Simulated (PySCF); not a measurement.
**`C=C[C@@H]1[C@@H](C)C[P@H]1=S`, C6H11PS**

Molfile (atoms numbered from 1):
```
C6H11PS
     RDKit          3D

 19 19  0  0  0  0  0  0  0  0999 V2000
    2.5096   -1.3524   -0.4610 C   0  0  0  0  0  0  0  0  0  0  0  0
    1.5315   -0.5254   -0.7893 C   0  0  0  0  0  0  0  0  0  0  0  0
    0.5107   -0.0324    0.1619 C   0  0  2  0  0  0  0  0  0  0  0  0
   -0.9593    0.0592   -0.3179 C   0  0  1  0  0  0  0  0  0  0  0  0
   -1.8027   -1.1616   -0.0020 C   0  0  0  0  0  0  0  0  0  0  0  0
   -1.3416    1.3473    0.4426 C   0  0  0  0  0  0  0  0  0  0  0  0
    0.4501    1.7957    0.5851 P   0  0  1  0  0  5  0  0  0  0  0  0
    1.2618    2.6004    2.1372 S   0  0  0  0  0  0  0  0  0  0  0  0
    2.6162   -1.7316    0.5422 H   0  0  0  0  0  0  0  0  0  0  0  0
    3.2467   -1.6750   -1.1756 H   0  0  0  0  0  0  0  0  0  0  0  0
    1.4453   -0.1511   -1.8023 H   0  0  0  0  0  0  0  0  0  0  0  0
    0.5708   -0.5734    1.1139 H   0  0  0  0  0  0  0  0  0  0  0  0
   -0.9771    0.2468   -1.3949 H   0  0  0  0  0  0  0  0  0  0  0  0
   -2.8327   -1.0036   -0.3152 H   0  0  0  0  0  0  0  0  0  0  0  0
   -1.7936   -1.3669    1.0665 H   0  0  0  0  0  0  0  0  0  0  0  0
   -1.4113   -2.0325   -0.5241 H   0  0  0  0  0  0  0  0  0  0  0  0
   -1.7353    1.1282    1.4382 H   0  0  0  0  0  0  0  0  0  0  0  0
   -2.0160    2.0353   -0.0632 H   0  0  0  0  0  0  0  0  0  0  0  0
    0.7171    2.4021   -0.6495 H   0  0  0  0  0  0  0  0  0  0  0  0
  1  2  2  0
  2  3  1  0
  3  4  1  0
  4  5  1  0
  4  6  1  0
  6  7  1  0
  7  8  2  0
  7  3  1  0
  1  9  1  0
  1 10  1  0
  2 11  1  0
  3 12  1  1
  4 13  1  6
  5 14  1  0
  5 15  1  0
  5 16  1  0
  6 17  1  0
  6 18  1  0
  7 19  1  6
M  END
```

The calculation used TDDFT B3LYP/def2-SVPD circular dichroism and optical rotation, one conformer, gas phase in PySCF. Geometry: GFN2-xTB.

The molecule is flexible and this is one conformer; a measurement averages over conformers. States above about 6.3 eV (minus the energy of the highest occupied orbital) lie near or above the ionisation threshold and depend on the basis.

Q: Draw the ECD and absorption spectra from the lowest 16 states, each a Gaussian of half-width 0.25 eV at 1/e height.

A: 
| E (eV) | λ (nm) | Δε (L mol⁻¹ cm⁻¹) | ε (L mol⁻¹ cm⁻¹) |
| --- | --- | --- | --- |
| 4.37 | 284 | +0.09 | 25.1 |
| 4.52 | 274 | +0.78 | 269 |
| 4.67 | 265 | +3.33 | 1490 |
| 4.82 | 257 | +7.36 | 4210 |
| 4.97 | 249 | +8.39 | 5960 |
| 5.12 | 242 | +4.62 | 4260 |
| 5.27 | 235 | +0.59 | 1740 |
| 5.42 | 229 | -0.40 | 1140 |
| 5.57 | 222 | -2.11 | 2560 |
| 5.72 | 217 | -12.40 | 6380 |
| 5.87 | 211 | -23.99 | 10200 |
| 6.02 | 206 | -19.94 | 9240 |
| 6.17 | 201 | -6.11 | 5730 |
| 6.32 | 196 | +3.58 | 5490 |
| 6.47 | 192 | +11.30 | 10800 |
| 6.62 | 187 | +19.48 | 19300 |

Δε uses R in velocity form, ε uses f in length form. Only the states computed contribute, so the short-wavelength end is incomplete.

The sign of the CD band at 209 nm isn't settled: the length form gives the opposite one.
